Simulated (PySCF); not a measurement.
This script is equivalent to a calculation on Te⁺ (tellurium, charge +1).

```python
from pyscf import gto, scf, dft, mp, cc
import basis_set_exchange as bse
txt = bse.get_basis("cc-pVDZ-PP", elements=["Te"], fmt="nwchem", header=False)
cut = txt.index("\nECP")
mol = gto.M(atom="Te 0 0 0", charge=1, spin=3, symmetry="D2h",
            basis=gto.basis.parse(txt[:cut]),
            ecp={"Te": gto.basis.parse_ecp(txt[cut:])})
mf = scf.UHF(mol)
mf.irrep_nelec = {'Ag': (4, 4), 'B1g': (1, 1), 'B2g': (1, 1), 'B3g': (1, 1), 'B1u': (2, 1), 'B2u': (2, 1), 'B3u': (2, 1)}
mf.kernel()
```

Q: What total energy does it give?

A: -266.71437 hartree (calculated).

Q: Which occupied shell lies highest, and where?

A: 5p α, at -18.842 eV.

Q: What is ⟨S²⟩, and what would a pure spin state give?

A: 3.751, against 3.75.

Energies and moments cover only the electrons outside the core potential.
